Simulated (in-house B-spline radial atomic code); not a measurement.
A calculation on the samarium ion Sm³⁺: its settings, and results tabulated from the run. All numbers are computed (scalar-relativistic (X2C) Hartree-Fock, spin-polarised, averaged over the determinants with the given up and down occupations; Fermi nucleus of rms radius 5.0819 fm, inside a hard spherical wall at 4.39 bohr) with an all-electron radial atomic-structure program (B-spline basis), not measured.

Command:
```bash
python run_scf.py task.json out
```
Settings (nuclear radius in fm, mass in u):
```
Z                62
configuration    [Xe] 4f5
hamiltonian      x2c
method           hf
spin_polarised   True
nucleus          fermi
rms_radius       5.0819
atomic_mass      151.91974
speed_of_light   137.035999084
wall_radius      4.39
```

Output (hartree, bohr):
```
 radial grid: 61 intervals, B-splines of order 8, outer radius 4.39 bohr

 iter        energy (Eh)    residual
    1      -10399.971525    6.12e-01
    2      -10410.714156    6.43e-01
    3      -10420.795389    1.55e-01
    4      -10421.381799    5.56e-02
    5      -10421.423349    1.65e-02
    6      -10421.427977    7.96e-03
    7      -10421.429357    1.40e-03
    8      -10421.429401    3.75e-04
    9      -10421.429405    3.10e-05
   10      -10421.429405    7.44e-06
   11      -10421.429405    8.79e-07
   12      -10421.429405    1.04e-07

 total energy                    -10421.42940
 kinetic                           11305.7165
 electron-nucleus                 -25486.2319
 electron-electron                  3759.0860

 orbital      occ     eigenvalue          <r>       <r^2>       <1/r>       r_max
 1s up      1.000     -1730.6564    0.0220393 0.000671056     73.5145     0.01366
 1s down    1.000     -1730.6566    0.0220393 0.000671056     73.5145     0.01366
 2s up      1.000      -288.0566     0.096257   0.0110036     16.9469     0.08193
 2s down    1.000      -288.0555    0.0962543   0.0110028     16.9472     0.08193
 2p up      3.000      -257.1975    0.0850984  0.00885816     15.0684     0.06594
 2p down    3.000      -257.1972    0.0850956  0.00885739     15.0687     0.06594
 3s up      1.000       -65.8978     0.253753   0.0737253       6.086      0.2333
 3s down    1.000       -65.7896     0.253467   0.0735452     6.09357      0.2332
 3p up      3.000       -56.0137     0.252246   0.0738668     5.55929      0.2287
 3p down    3.000       -55.8920     0.251843    0.073608     5.56781      0.2285
 3d up      5.000       -42.4331     0.230863   0.0626952     5.21687      0.1878
 3d down    5.000       -42.3023      0.23017   0.0622546     5.22833      0.1875
 4s up      1.000       -14.9730     0.578978    0.377998     2.49064      0.5396
 4s down    1.000       -14.6715     0.578266    0.376974      2.4919      0.5389
 4p up      3.000       -11.6259     0.611787    0.425297     2.25989      0.5626
 4p down    3.000       -11.2905     0.611142    0.424258     2.25962      0.5618
 4d up      5.000        -6.7944     0.669641    0.519555     1.97297      0.5886
 4d down    5.000        -6.3569     0.669957    0.519889      1.9679      0.5876
 5s up      1.000        -3.0495      1.38972     2.16296    0.954264       1.254
 5s down    1.000        -2.9358      1.41253     2.23443    0.933101       1.268
 5p up      3.000        -2.0965      1.57538     2.78766    0.824041       1.401
 5p down    3.000        -2.0085      1.60881     2.90484    0.800931       1.423
 4f up      5.000        -1.6404     0.865588    0.939973     1.47147      0.6092
```

Cost of the run: 0.22 s on 1 thread of Arm Neoverse V2, with other jobs on the host.

One-electron X2C: radii and densities carry no picture-change correction, so inner-shell <1/r> comes out high (for 1s by about 2 % at Z = 33, 5 % at 54, 10 % at 75, 30 % at 118) and <r> low.
